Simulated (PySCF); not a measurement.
Delta-SCF ions had no search for a lower state. Excitations are Tamm–Dancoff values on a coarser integration grid. The basis has no diffuse functions, so Rydberg states are missing or too high.

C2H5NSi, SMILES `C=NC=[SiH2]` (C–N–C–Si torsion 180°) (charge 0, multiplicity 1)

These are M06-2X/def2-TZVP // B3LYP-D3(BJ)/def2-TZVP (PySCF) values and carry that method's errors.

```json
{
 "HOMO": "-7.08 eV",
 "dipole_moment": "1.26 D",
 "LUMO": "-1.05 eV",
 "HOMO–LUMO gap": "6.03 eV",
 "S1 excitation (TDA)": "4.15 eV",
 "S1 oscillator strength": "0.000",
 "brightest of the four lowest singlets (TDA)": "4.63 eV",
 "T1 excitation (TDA)": "2.11 eV",
 "S1–T1 gap (TDA)": "2.03 eV",
 "vertical ionisation energy (Delta-SCF)": "8.10 eV",
 "total_energy": "-423.3462 Ha",
 "cost": "very roughly 5 core-minutes"
}
```

```xyz
9

C     -1.9500     0.1026     0.1537
N     -0.7861     0.0558     0.6710
C      0.3237    -0.0263    -0.1505
Si     1.9147    -0.0904     0.5128
H     -2.8180     0.1665     0.8023
H     -2.1202     0.0813    -0.9291
H      0.1744    -0.0497    -1.2352
H      2.1736    -0.0617     1.9595
H      3.0878    -0.1780    -0.3721
```
